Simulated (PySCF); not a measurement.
**GeBr: input and log**

State: ²Π (doublet), unpaired electrons π ↑.

An equivalent input (the run itself took its basis sets from the Basis Set Exchange, started from a PBE0 density and held the occupation σ 9α 9β, πx 6α 5β, πy 5α 5β, δx 2α 2β, δy 2α 2β):

```python
from pyscf import gto, scf, cc
mol = gto.M(atom='Ge 0 0 0; Br 0 0 2.347', basis={'Ge': 'cc-pVDZ-PP', 'Br': 'cc-pVDZ-PP'}, ecp={'Ge': 'cc-pVDZ-PP', 'Br': 'cc-pVDZ-PP'},
            charge=0, spin=1, verbose=4, symmetry='C2v')
mf = scf.UHF(mol)
mf.irrep_nelec = {'A1': (11, 11), 'A2': (2, 2), 'B1': (6, 5), 'B2': (5, 5)}
mf.conv_tol = 1e-9
mf.max_cycle = 60
mf.diis_space = 10
mf.kernel()
mycc = cc.CCSD(mf, frozen=[[0, 1, 2, 3, 4, 5, 6, 7, 44, 45], [0, 1, 2, 3, 4, 5, 6, 7, 44, 45]])
mycc.run(conv_tol=1e-7, conv_tol_normt=1e-5, max_cycle=80, diis_space=8)
et = mycc.ccsd_t()
```

The SCF ended at -708.89651486 hartree. The coupled-cluster part of the log:

```
******** <class 'pyscf.cc.uccsd.UCCSD'> ********
CC2 = 0
CCSD nocc = (16, 15), nmo = (36, 36)
frozen orbitals [[0, 1, 2, 3, 4, 5, 6, 7, 44, 45], [0, 1, 2, 3, 4, 5, 6, 7, 44, 45]]
max_cycle = 80
direct = 0
conv_tol = 1e-07
conv_tol_normt = 1e-05
diis_space = 8
diis_start_cycle = 0
diis_start_energy_diff = 1e+09
Init t2, MP2 energy = -0.200389302490557
Init E_corr(UCCSD) = -0.200389302491768
cycle = 1  E_corr(UCCSD) = -0.212485893634792  dE = -0.0120965911  norm(t1,t2) = 0.074849
cycle = 2  E_corr(UCCSD) = -0.218520596301322  dE = -0.00603470267  norm(t1,t2) = 0.0259455
cycle = 3  E_corr(UCCSD) = -0.219899062385487  dE = -0.00137846608  norm(t1,t2) = 0.0155527
cycle = 4  E_corr(UCCSD) = -0.22118747402313  dE = -0.00128841164  norm(t1,t2) = 0.00642002
cycle = 5  E_corr(UCCSD) = -0.221073953260182  dE = 0.000113520763  norm(t1,t2) = 0.00234636
cycle = 6  E_corr(UCCSD) = -0.221042839135568  dE = 3.11141246e-05  norm(t1,t2) = 0.000683595
cycle = 7  E_corr(UCCSD) = -0.221057585203159  dE = -1.47460676e-05  norm(t1,t2) = 0.000271159
cycle = 8  E_corr(UCCSD) = -0.221056489842201  dE = 1.09536096e-06  norm(t1,t2) = 5.95539e-05
cycle = 9  E_corr(UCCSD) = -0.221055646030174  dE = 8.43812027e-07  norm(t1,t2) = 2.50499e-05
cycle = 10  E_corr(UCCSD) = -0.22105599062352  dE = -3.44593346e-07  norm(t1,t2) = 1.05378e-05
cycle = 11  E_corr(UCCSD) = -0.221055976506712  dE = 1.41168081e-08  norm(t1,t2) = 4.72891e-06
UCCSD converged
E(UCCSD) = -709.1175708413236  E_corr = -0.2210559765067117
UCCSD(T) correction = -0.00672543227227209
```

T1 diagnostic 0.012, D1 0.049, 31 electrons correlated, 2 of the virtual orbitals (those above 20 hartree) left out.

Repeating this along the bond gives Re = 2.352 Å and ωe = 292 cm⁻¹.

A point of this curve took 7.1 CPU seconds beside 0.44 for the integrals, on Arm Neoverse V1 (shared host).

Correlated steps freeze 8 core orbitals. Spin–orbit coupling is left out. The state is the lowest determinant that a PBE0 search found; another state may lie lower at other levels.
